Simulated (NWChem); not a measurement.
System: GeSe, singlet; SMILES [Ge]=[Se]

The following NWChem deck was run.

```
start job
memory heap 200 mb stack 900 mb global 1100 mb
geometry units angstroms noautosym nocenter noautoz
  Ge     0.000000     0.000000    -1.102786
  Se     0.000000     0.000000     1.037551
end
basis spherical
  * library aug-cc-pvdz
end
dft
  xc pbe0
  iterations 150
end
tddft
  cis
  nroots 6
  notriplet
end
task tddft energy
```

NWChem printed, in part:

```
             Northwest Computational Chemistry Package (NWChem) 7.3.0
             --------------------------------------------------------

                             Geometry "geometry" -> ""
                             -------------------------

 Output coordinates in angstroms (scale by  1.889725989 to convert to a.u.)

  No.       Tag          Charge          X              Y              Z
 ---- ---------------- ---------- -------------- -------------- --------------
    1 Ge                  32.0000     0.00000000     0.00000000    -1.10278600
    2 Se                  34.0000     0.00000000     0.00000000     1.03755100

 Effective nuclear repulsion energy (a.u.)     268.9972873018

                                 NWChem DFT Module
                                 -----------------

 Summary of "ao basis" -> "ao basis" (spherical)
 ------------------------------------------------------------------------------
       Tag                 Description            Shells   Functions and Types
 ---------------- ------------------------------  ------  ---------------------
 Ge                       aug-cc-pvdz               14       36   6s5p3d
 Se                       aug-cc-pvdz               14       36   6s5p3d

            General Information
            -------------------
          SCF calculation type: DFT
          Wavefunction type:  closed shell.
          No. of atoms     :     2
          No. of electrons :    66
           Alpha electrons :    33
            Beta electrons :    33
          Charge           :     0
          Spin multiplicity:     1
          Use of symmetry is: off; symmetry adaption is: off
          Maximum number of iterations: 150
          AO basis - number of functions:    72
                     number of shells:    28
          Convergence on energy requested:  1.00D-06
          Convergence on density requested:  1.00D-05
          Convergence on gradient requested:  5.00D-04

              XC Information
              --------------
                         PBE0 Method XC Functional
                     Hartree-Fock (Exact) Exchange  0.250
          PerdewBurkeErnzerhof Exchange Functional  0.750
            Perdew 1991 LDA Correlation Functional  1.000 local
           PerdewBurkeErnz. Correlation Functional  1.000 non-local

             Grid Information
             ----------------
          Grid used for XC integration:  medium
          Radial quadrature: Mura-Knowles
          Angular quadrature: Lebedev.
          Tag              B.-S. Rad. Rad. Pts. Rad. Cut. Ang. Pts.
          ---              ---------- --------- --------- ---------
          Ge                  1.25      112          13.0       590
          Se                  1.15      112          13.0       590
          Grid pruning is: on
          Number of quadrature shells:   224
          Spatial weights used:  Erf1

      Superposition of Atomic Density Guess
      -------------------------------------

 Sum of atomic energies:       -4475.05960163

      Non-variational initial energy
      ------------------------------

 Total energy =   -4475.265833
 1-e energy   =   -6773.441432
 2-e energy   =    2029.178312
 HOMO         =      -0.275477
 LUMO         =      -0.047108

   convergence    iter        energy       DeltaE   RMS-Dens  Diis-err
 ---------------- ----- ----------------- --------- --------- ---------
 d= 0,ls=0.0,diis     1  -4477.9279033331 -4.75D+03  2.12D-02  3.45D-01
 d= 0,ls=0.0,diis     2  -4477.5015205694  4.26D-01  1.54D-02  2.37D+00
 d= 0,ls=0.0,diis     3  -4477.9913337115 -4.90D-01  1.70D-03  1.41D-02
 d= 0,ls=0.0,diis     4  -4477.9936815724 -2.35D-03  3.03D-04  6.20D-04
 d= 0,ls=0.0,diis     5  -4477.9937752071 -9.36D-05  9.77D-05  9.95D-05
  Resetting Diis
 d= 0,ls=0.0,diis     6  -4477.9937943739 -1.92D-05  1.44D-05  1.24D-06
 d= 0,ls=0.0,diis     7  -4477.9937946667 -2.93D-07  3.35D-06  1.52D-08

         Total DFT energy =    -4477.993794666741
      One electron energy =    -6773.917029154980
           Coulomb energy =     2192.502199856495
    Exchange-Corr. energy =     -165.576252670055
 Nuclear repulsion energy =      268.997287301800

 Numeric. integr. density =       66.000000031182

[...]

                                NWChem TDDFT Module
                                -------------------

            General Information
            -------------------
           No. of orbitals :     144
            Alpha orbitals :      72
             Beta orbitals :      72
        Alpha frozen cores :       0
         Beta frozen cores :       0
     Alpha frozen virtuals :       0
      Beta frozen virtuals :       0
         Spin multiplicity :       1
    Number of AO functions :      72
        Use of symmetry is : off
      Symmetry adaption is : off
         Schwarz screening :  0.10D-07

              XC Information
              --------------
                  PBE0 Method XC Functional
              Hartree-Fock (Exact) Exchange   0.25
   PerdewBurkeErnzerhof Exchange Functional   0.75
     Perdew 1991 LDA Correlation Functional   1.00 local
    PerdewBurkeErnz. Correlation Functional   1.00 non-local

             TDDFT Information
             -----------------
          Calculation type : Tamm-Dancoff TDDFT
         Wavefunction type : Restricted singlets
          No. of electrons :      66
           Alpha electrons :      33
            Beta electrons :      33
              No. of roots :       6
          Max subspacesize :    5200
            Max iterations :     100
               Target root :       1
           Target symmetry : none
      Symmetry restriction : off
                 Algorithm : Optimal
        Davidson threshold :  0.10D-03

    6 smallest eigenvalue differences (eV)
--------------------------------------------------------
  No. Spin  Occ  Vir  Irrep   E(Occ)    E(Vir)   E(Diff)
--------------------------------------------------------
    1    1   33   34 a        -0.280    -0.093     5.111
    2    1   32   34 a        -0.280    -0.093     5.111
    3    1   33   35 a        -0.280    -0.093     5.111
    4    1   32   35 a        -0.280    -0.093     5.111
    5    1   31   34 a        -0.286    -0.093     5.250
    6    1   31   35 a        -0.286    -0.093     5.250
--------------------------------------------------------

  Entering Davidson iterations
  Restricted singlet excited states

  Iter   NTrls   NConv    DeltaV     DeltaE      Time
  ----  ------  ------  ---------  ---------  ---------
    1      6       0     0.20E+00   0.10+100       70.7
    2     12       0     0.55E-01   0.39E-01       71.0
    3     18       3     0.49E-01   0.54E-01       70.8
    4     21       3     0.11E-01   0.39E-02       70.2
    5     24       5     0.25E-02   0.23E-03       70.1
    6     25       5     0.75E-03   0.14E-04       69.7
    7     26       5     0.19E-03   0.76E-06       69.9
    8     27       6     0.73E-04   0.28E-07       69.5
  ----  ------  ------  ---------  ---------  ---------
  Convergence criterion met

  Ground state a       -4477.993794666741 a.u.

  ----------------------------------------------------------------------------
  Root   1 singlet a              0.127668545 a.u.                3.4740 eV
  ----------------------------------------------------------------------------
     Transition Moments    X  0.00000   Y  0.00000   Z -0.00000
     Dipole Oscillator Strength                    0.0000000000
     Electric Quadrupole                           0.0000000000
     Magnetic Dipole                               0.0000000000
     Total Oscillator Strength                     0.0000000000

     Occ.   32  a   ---  Virt.   34  a        0.51055
     Occ.   32  a   ---  Virt.   35  a        0.48762
     Occ.   33  a   ---  Virt.   34  a       -0.48762
     Occ.   33  a   ---  Virt.   35  a        0.51055
  ----------------------------------------------------------------------------
  Root   2 singlet a              0.137017003 a.u.                3.7284 eV
  ----------------------------------------------------------------------------
     Transition Moments    X -0.00000   Y -0.00000   Z  0.00000
     Dipole Oscillator Strength                    0.0000000000
     Electric Quadrupole                           0.0000000029
     Magnetic Dipole                               0.0000000000
     Total Oscillator Strength                     0.0000000029

     Occ.   32  a   ---  Virt.   34  a        0.49313
     Occ.   32  a   ---  Virt.   35  a        0.50591
     Occ.   33  a   ---  Virt.   34  a        0.50591
     Occ.   33  a   ---  Virt.   35  a       -0.49313
  ----------------------------------------------------------------------------
  Root   3 singlet a              0.137017005 a.u.                3.7284 eV
  ----------------------------------------------------------------------------
     Transition Moments    X -0.00000   Y  0.00000   Z -0.00000
     Dipole Oscillator Strength                    0.0000000000
     Electric Quadrupole                           0.0000000029
     Magnetic Dipole                               0.0000000000
     Total Oscillator Strength                     0.0000000029

     Occ.   32  a   ---  Virt.   34  a        0.50591
     Occ.   32  a   ---  Virt.   35  a       -0.49313
     Occ.   33  a   ---  Virt.   34  a       -0.49313
     Occ.   33  a   ---  Virt.   35  a       -0.50591
  ----------------------------------------------------------------------------
  Root   4 singlet a              0.148333908 a.u.                4.0364 eV
  ----------------------------------------------------------------------------
     Transition Moments    X  0.38688   Y  0.00412   Z -0.00000
     Dipole Oscillator Strength                    0.0148033570
     Electric Quadrupole                           0.0000002311
     Magnetic Dipole                               0.0000036200
     Total Oscillator Strength                     0.0148072081

[...]
```

Level: PBE0/aug-cc-pVDZ, TDA. Low-valent species are run as closed-shell singlets; no triplet was tried in these runs. All runs use the structure optimised with PBE0-D3(BJ)/def2-TZVP.
